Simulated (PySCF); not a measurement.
# Two-component Hartree-Fock for Nb (niobium, neutral)

Start: [Kr] 4d5; 4d5/2 filled at m_j = -3/2, -1/2, +1/2, +3/2, +5/2. Calculated with PySCF 2.14 in x2c-TZVPall-2c with one added diffuse shell each of s, p, d type (9s10p8d1f, 86 functions): generalised Hartree-Fock with the X2C-1e Hamiltonian and a Gaussian nucleus; one run each with spin-orbit coupling (SO) switched off, then screened by Boettger's factors. This is a chosen level, not necessarily the ground level.

| spinor shell | electrons | ε, spin-free (eV) | ε, screened SO (eV) | weight of nominal j (screened SO) | rms radius, screened SO (bohr) |
| --- | --- | --- | --- | --- | --- |
| 1s1/2 | 2 | -19084.5 | -19083.5 | 1.000 | 0.0415 |
| 2s1/2 | 2 | -2740.4 | -2740.2 | 1.000 | 0.171 |
| 2p1/2 | 2 | -2440.3 | -2506.4 | 1.000 | 0.149 |
| 2p3/2 | 4 | -2440.3 | -2409.2 | 1.000 | 0.154 |
| 3s1/2 | 2 | -486.45 | -486.39 | 1.000 | 0.471 |
| 3p1/2 | 2 | -385.59 | -396.75 | 1.000 | 0.471 |
| 3p3/2 | 4 | -385.59 | -380.32 | 1.000 | 0.482 |
| 3d3/2 | 4 | -220.66 | -222.51 | 0.981 | 0.471 |
| 4s1/2 | 2 | -69.529 | -69.520 | 1.000 | 1.25 |
| 4p1/2 | 2 | -40.650 | -44.411 | 0.661 | 1.43 |
| 4p3/2 | 4 | -40.650 | -38.812 | 0.830 | 1.41 |
| 4d5/2 | 5 | -5.794 | -5.794 | 0.586 | 2.55 |

Problem. Where does 3d5/2 lie, and what is the 3d spin-orbit splitting (screened SO)?

Solution. At -219.38 eV, 3.126 eV above 3d3/2.

```tsv
quantity	spin-free	screened SO
E (hartree)	-3816.96909	-3817.37595
M_J	5/2	5/2
⟨J²⟩	8.755	8.755
⟨L²⟩	0.000	0.011
⟨S²⟩	8.755	8.757
```

Each row is a mean over spinors that exchange with the open shell spreads, by up to 6.352 eV (4p3/2).

Rows whose weight is well below 1 are mixtures of j = l ± 1/2: exchange outweighs spin-orbit coupling there, and the label is only the starting occupation.

Breit and QED terms are absent; they matter most for the inner s and p1/2 levels.

Densities and radii are taken from the X2C orbitals without a picture-change correction, which distorts them close to the nucleus.

Without spin-orbit coupling the j labels of p, d and f shells carry no meaning; the spin-free column gives the mean over the occupied spinors of each nl shell.
